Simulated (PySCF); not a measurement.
C3H6F2Si, SMILES F[SiH2][C@@H]1C[C@@H]1F. Atoms are numbered in the order given.

```xyz
12

F      2.1949    -0.7163    -1.0270
Si     1.2351    -0.0246     0.0937
C     -0.4974    -0.6494    -0.1660
C     -1.5087     0.2024    -0.9230
C     -1.6277     0.0225     0.5399
F     -1.3198     1.0818     1.3399
H      1.7629    -0.4272     1.4262
H      1.3016     1.4492    -0.0964
H     -0.5823    -1.7365    -0.2811
H     -2.2312    -0.2935    -1.5764
H     -1.1758     1.1859    -1.2687
H     -2.4400    -0.5767     0.9635
```

Geometry: PBE0-D3(BJ)/def2-SVP. The structure was generated by enumeration; whether it is a known compound was not checked. One conformer was computed; it need not be the lowest.

Method: PySCF with PBE/pcSseg-1.

GIAO shieldings, no solvent; atoms listed in one row are averaged. δ = σ(ref) − σ: ¹⁹F against CFCl3 (σ = 133.6 ppm); ²⁹Si against TMS (σ = 335.4 ppm); ¹³C against TMS (σ = 182.0 ppm); ¹H against TMS (σ = 31.49 ppm), references at their B3LYP-D3(BJ)/def2-TZVP geometries, non-relativistic.

```csv
nucleus,atoms,count,δ (ppm)
¹⁹F,F1,1,-250.9
¹⁹F,F6,1,-256.1
²⁹Si,Si2,1,17.1
¹³C,C5,1,78.2
¹³C,C4,1,17.3
¹³C,C3,1,10.1
¹H,H7,1,5.90
¹H,H8,1,5.36
¹H,H12,1,4.92
¹H,H11,1,1.42
¹H,H10,1,1.30
¹H,H9,1,0.52
```
